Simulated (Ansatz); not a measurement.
Energy needed to pull apart C2H4Se (SMILES CC=[Se]), closed shell, into free ground-state atoms, from the structure below (displaced at random from a GFN2-xTB minimum); no zero-point or spin–orbit terms; open-shell atoms are treated unrestricted, in their ground-state multiplicity.

```json
{"atom": "C1", "x (Å)": "-0.4646", "y (Å)": "0.5009", "z (Å)": "0.0549"}
{"atom": "C2", "x (Å)": "0.5086", "y (Å)": "-0.6088", "z (Å)": "-0.1726"}
{"atom": "Se3", "x (Å)": "1.6402", "y (Å)": "-1.2094", "z (Å)": "1.0102"}
{"atom": "H4", "x (Å)": "-1.4402", "y (Å)": "0.0896", "z (Å)": "-0.1954"}
{"atom": "H5", "x (Å)": "-0.2362", "y (Å)": "1.3750", "z (Å)": "-0.6426"}
{"atom": "H6", "x (Å)": "-0.4677", "y (Å)": "0.8805", "z (Å)": "1.0952"}
{"atom": "H7", "x (Å)": "0.5097", "y (Å)": "-1.0278", "z (Å)": "-1.1478"}
```

Program: Ansatz 0.2.0. Basis: def2-TZVPP. Cores are frozen in the correlated methods. Filled d shells of the heavier atoms are correlated. The def2 sets are not built for correlating such inner shells, so the correlated values are less sure here.

| method | atomization energy (eV) |
| --- | --- |
| SPW92 | 30.15 |
| PBE-D4 | 26.91 |
| r2SCAN-D4 | ? |
| PBE0-D4 | ? |
| r2SCANh-D4 | 26.13 |
| wB97M-V | 26.14 |
| HF | 18.80 |
| MP2 | 25.94 |
| CCSD | 25.14 |
| CCSD(T) | 25.62 |

(1) What does PBE0-D4 give? (An estimate is asked for; the value comes from the calculation.)

(2) What does r2SCAN-D4 give? (To be estimated.)

The T1 diagnostic stays at or below 0.016. The restricted Hartree–Fock reference is unstable towards an unrestricted one here.

## Answers

(1) The calculation gives: 26.36 eV, which is about 0.74 eV more than CCSD(T)/def2-TZVPP.

(2) By the calculation: 26.31 eV, which is about 0.69 eV more than CCSD(T)/def2-TZVPP.

In triple zeta the MP2 and coupled-cluster atomization energies are still short of their basis limit by a few kcal/mol a bond, whereas those of the functionals are nearly converged, so these differences are not deviations from converged CCSD(T).

For scale, one of the runs: CCSD(T)/def2-TZVPP forces, 166 basis functions (an equivalent command: `ansatz run in.yaml --threads 4`). The run took 2.3 min on 4 CPU threads (shared host), with 2.5 GiB of host memory at its peak.
